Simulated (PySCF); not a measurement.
GeF₄: breathing scan

All numbers come from PySCF, PBE0, basis Ge def2-SVP, F def2-SVP (no relativity, density fitting).

Rigid scan from the singlet minimum (Ge–F 1.698 Å (×4); F–Ge–F 109.5° (×6)). Coordinate: all bonds to the central atom scaled together. Energies in kJ/mol from the minimum.

Question: Predict the curve at 0.88, 0.92, 0.96, 1.00, 1.04, 1.08, 1.14, 1.22, 1.35.

Answer: 
```json
{"scale of all bonds to the centre": "0.88", "E (kJ/mol)": "442.9"}
{"scale of all bonds to the centre": "0.92", "E (kJ/mol)": "170.6"}
{"scale of all bonds to the centre": "0.96", "E (kJ/mol)": "37.1"}
{"scale of all bonds to the centre": "1.00", "E (kJ/mol)": "0.0"}
{"scale of all bonds to the centre": "1.04", "E (kJ/mol)": "28.9"}
{"scale of all bonds to the centre": "1.08", "E (kJ/mol)": "102.2"}
{"scale of all bonds to the centre": "1.14", "E (kJ/mol)": "262.2"}
{"scale of all bonds to the centre": "1.22", "E (kJ/mol)": "518.0"}
{"scale of all bonds to the centre": "1.35", "E (kJ/mol)": "932.5"}
```

At long bonds a restricted determinant can lie too high, and another spin state can fall below this curve.

The scan took 6.7 s on 2 threads of a shared AMD EPYC 9R45 96-Core (Zen 5) host; the process peaked at 1.2 GiB.
